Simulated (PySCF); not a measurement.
Working out the ionisation energy of Sn⁺

Sn⁺ [Kr] 4d10 5s2 5p1 (2P) → Sn²⁺ [Kr] 4d10 5s2 (1S). All numbers are calculated (PySCF 2.14, scalar relativity by spin-free X2C-1e, in aug-cc-pVTZ-DK3). Frozen: [Kr] 4d10. Energies in hartree (1 hartree = 27.21139 eV):

```
            part   Sn⁺ (lower)  Sn²⁺ (upper)
             UHF  -6173.270647  -6172.765653
CCSD correlation     -0.043918     -0.034071
             (T)     -0.000666      0.000000
```

What does Hartree-Fock give?

(-6172.765653) − (-6173.270647) = 0.504994 hartree = 13.742 eV.

What do CCSD and CCSD(T) give?

The CCSD correlation energies differ by 0.009847 hartree = 0.268 eV and the triples by 0.000666 hartree = 0.018 eV, so CCSD gives 14.010 eV and CCSD(T) 14.028 eV.

Measured between the centres of the two terms (NIST): 14.282 eV, so CCSD(T) (valence) is off by -0.254 eV.

What remains against the reference includes basis incompleteness, the frozen core and higher excitations.
